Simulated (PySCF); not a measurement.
# Interval between two levels of Cd⁺ by level of theory

Cd⁺ [Kr] 4d10 5s1 [2S1/2, M_J = 1/2] → Cd⁺ [Kr] 4d9 5s2 [2D5/2, M_J = 5/2], as a difference of total energies. Computed with PySCF 2.14 in x2c-SVPall-2c with one added diffuse shell each of s, p, d type (7s10p7d1f, 79 functions), with the two-component X2C-1e Hamiltonian. Correlated levels: [Ar] 3d10 frozen; the 6 highest virtual spinors dropped. "Screened" scales the spin-orbit matrix elements by Boettger's factors to mimic the two-electron term; Breit and QED terms are absent.

Q: Order these methods by the interval between two levels they give, lowest first.
A. GMP2 (spin-free)
B. GHF (spin-free)
C. GMP2 (screened spin-orbit)
D. GHF (screened spin-orbit)

A: C (71321 cm⁻¹), D (71845 cm⁻¹), A (73754 cm⁻¹), B (74189 cm⁻¹).

The spin-free rows lack the spin-orbit shift.

Errors of the correlated levels include the incompleteness of this basis and the frozen core.

For comparison: 69259 cm⁻¹ (measured; NIST Handbook of Basic Atomic Spectroscopic Data (Sansonetti and Martin, J. Phys. Chem. Ref. Data 34, 1559 (2005))).
